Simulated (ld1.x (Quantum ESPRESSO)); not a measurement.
S (Z = 16): one change to an RRKJ potential, before and after

sulfur (S), norm-conserving RRKJ (Kleinman–Bylander form), made with ld1.x (Quantum ESPRESSO) 7.5 (Wu–Cohen, scalar-relativistic). Core [Ne], reference 3s1.5 3p4.5. Waves: 3s (bound): rc 1.15 bohr; 3p (bound): rc 1.40 bohr. Local part: all-electron potential smoothed inside 1.00 bohr (lloc = -1). Core correction: a·sin(br)/r model core inside 1.05 bohr. rho0 = 0.01.

Change: core correction a·sin(br)/r model core inside 0.66 bohr.

Cutoffs: the cutoffs (Ry, on a coarse ladder) from which the occupation-weighted sum of valence levels, in a spherical-Bessel basis at the reference potential, stays within 10 and 1 mRy of its value at 400 Ry; they do not see the model core or the augmentation charge, which bear on the density cutoff. Errors are all-electron minus pseudo energies relative to the spin-unpolarised reference configuration.

What does the change do?

The potential gets neither clearly harder nor softer (50 Ry and 120 Ry → 50 Ry and 120 Ry); of the 7 tests that both files solve, the error grows in 1 and shrinks in 0 by more than 15 % and 0.3 meV (median size 3.6 → 3.2 meV); neither file shows a bound ghost. A model core, the more so a compact one, raises the density cutoff, which this test does not measure.

```csv
quantity,base,changed
"cutoff, loose",50 Ry,50 Ry
"cutoff, tight",120 Ry,120 Ry
bound ghosts,none,none
"error for 3s2 3p4, meV [ΔE -5.13 eV]",0.0,0.0
"error for 3s2 3p3, meV [ΔE 6.62 eV]",+3.6,+3.2
"error for 3s2 3p2, meV [ΔE 28.89 eV]",+40,+39
"error for 3s2 3p4.3, meV [ΔE -6.83 eV]",+1.0,+1.1
"error for 3s2 3p0, meV [ΔE 109.77 eV]",+446,+443
"error for 3s1 3p5, meV [ΔE 5.16 eV]",-0.4,-0.4
"error for 3s0 3p6, meV [ΔE 15.57 eV]",-3.6,-4.4
s: phases at 1.54 bohr within 0.05 rad from the reference energy up to (Ry; the scan ends near 5),0.0,0.0
p: phases at 1.54 bohr within 0.05 rad from the reference energy up to (Ry; the scan ends near 5),5.0,5.0
```
